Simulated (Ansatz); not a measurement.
Input file for Ansatz (a program for electronic structure): R-wB97M-V/def2-TZVPP on H5NSiSn (SMILES [NH2][Sn][SiH3]), a point of a torsion scan. Elements past Kr take the def2 small-core potentials; no spin–orbit coupling.

Ansatz 0.2 input:
```yaml
crystal:
  periodic: [false, false, false]
  atoms:
    - {symbol: N, position_ang: [1.93405992, -0.14177851, 0.13621243]}
    - {symbol: Sn, position_ang: [0.60287368, -0.05634060, 1.65885590]}
    - {symbol: Si, position_ang: [-1.43534129, 0.07198456, 0.03441641]}
    - {symbol: H, position_ang: [2.93432039, -0.19710630, 0.26027234]}
    - {symbol: H, position_ang: [1.75864501, -0.13933956, -0.85757466]}
    - {symbol: H, position_ang: [-1.19122999, -0.39906963, -1.34096151]}
    - {symbol: H, position_ang: [-2.63175420, -0.69234913, 0.43728448]}
    - {symbol: H, position_ang: [-1.98067578, 1.42813216, -0.17218706]}
basis:
  gaussian:
    orbitals: def2-TZVPP
hamiltonian:
  xc: {name: wB97M-V}
scf: {lower_state_search: off}
```

**Question.** Predict the final total energy.

**Answer.** -561.4860 hartree.

**Question.** How many basis functions does it have, and what does it roughly cost on one machine?

**Answer.** 193 functions; about 9 core-seconds (a rough figure).
